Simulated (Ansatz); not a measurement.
Cost and result for the atomization energy of `CB([SeH])[SeH]` (9 atoms, 8 bonds).

| atom | x (Å) | y (Å) | z (Å) |
| --- | --- | --- | --- |
| C1 | 0.853 | 0.443 | 0.733 |
| B2 | -0.258 | 0.049 | -0.295 |
| Se3 | -0.902 | 1.400 | -1.520 |
| Se4 | -1.014 | -1.731 | -0.391 |
| H5 | 0.500 | 0.275 | 1.755 |
| H6 | 1.176 | 1.483 | 0.655 |
| H7 | 1.734 | -0.194 | 0.602 |
| H8 | -1.884 | 0.575 | -2.237 |
| H9 | -0.206 | -2.299 | 0.698 |

The species carries charge 0 and has multiplicity 1. Correlated methods include outer-core shells of Se, which these sets cover unevenly. Scalar relativity is left out up to krypton. Geometry: relaxed with PBE0-D4/def2-TZVP. It is one conformer, not always the lowest. Program: Ansatz. Hardware: A = 2 threads of an AMD EPYC 7R13 on a shared host; B = 2 threads of an AMD EPYC 7R13 on a shared host and a share of an NVIDIA H100 80 GB. Times are those of one run each, without the atoms' runs, and a repeat can differ threefold. Electronic energies, without spin–orbit coupling; frozen cores. CCSD(T)/CBS adds CCSD(T) − MP2 in def2-TZVPP to the MP2 limit, and its time is that of the two runs behind it. T1 = 0.011. With those shells the extrapolation isn't a true limit. B3LYP takes the VWN-RPA correlation (the form of Gaussian; ORCA's B3LYP/G).

CCSD(T)/CBS is a level of theory with its own doubt, some kJ/mol a heavy atom from the limit and from the frozen cores, so smaller differences don't rank the functionals.

| level | functions | wall time |
| --- | --- | --- |
| CCSD(T)/def2-TZVPP [B] | 228 | 2.4 s |
| PBE-D4/def2-TZVPP (with forces) [A] | 228 | 3.9 s |
| MP2/def2-QZVPP [B] | 442 | 4.9 s |
| PBE0-D4/def2-TZVPP [A] | 228 | 6 s |
| r2SCAN-D4/def2-TZVPP (with forces) [A] | 228 | 7 s |
| CCSD(T)/CBS(def2) | – | 7.4 s |
| B3LYP-D4/def2-TZVPP (with forces) [A] | 228 | 9 s |
| B2PLYP/def2-TZVPP [A] | 228 | 11 s |
| ωB97X-V/def2-TZVPP [A] | 228 | 13 s |
| ωB97M-V/def2-TZVPP (with forces) [A] | 228 | 19 s |

Problem. What atomization energy does each give, and how far from CCSD(T)/CBS? (Estimate.)

Solution. Ansatz gave: 
```csv
level,atomization (kcal/mol),difference from CCSD(T)/CBS,per bond
CCSD(T)/def2-TZVPP [B],712.3,-18.2,-2.3
PBE-D4/def2-TZVPP (with forces) [A],743.8,13.3,1.7
MP2/def2-QZVPP [B],731.4,0.9,0.1
PBE0-D4/def2-TZVPP [A],733.7,3.2,0.4
r2SCAN-D4/def2-TZVPP (with forces) [A],736.3,5.8,0.7
CCSD(T)/CBS(def2),730.5,0.0,0.0
B3LYP-D4/def2-TZVPP (with forces) [A],728.7,-1.8,-0.2
B2PLYP/def2-TZVPP [A],720.0,-10.5,-1.3
ωB97X-V/def2-TZVPP [A],730.2,-0.3,0.0
ωB97M-V/def2-TZVPP (with forces) [A],727.1,-3.4,-0.4
```

The D4 term adds +8.8 kcal/mol with B3LYP and +4.6 kcal/mol with PBE0; it sums over pairs of atoms, weighted by their polarisabilities, and B3LYP, whose exchange is more repulsive, gets the larger term. In def2-TZVPP, CCSD(T) changes the Hartree–Fock value by +176.3 kcal/mol (the triples alone add +11.7 kcal/mol) and MP2 by +185.1 kcal/mol; breaking electron pairs costs correlation energy, which Hartree–Fock lacks. From PBE to PBE0 (25 % exact exchange), in def2-TZVPP and without D4, the atomization energy moves by −9.3 kcal/mol: exact exchange takes away binding that semilocal exchange gives to molecules.
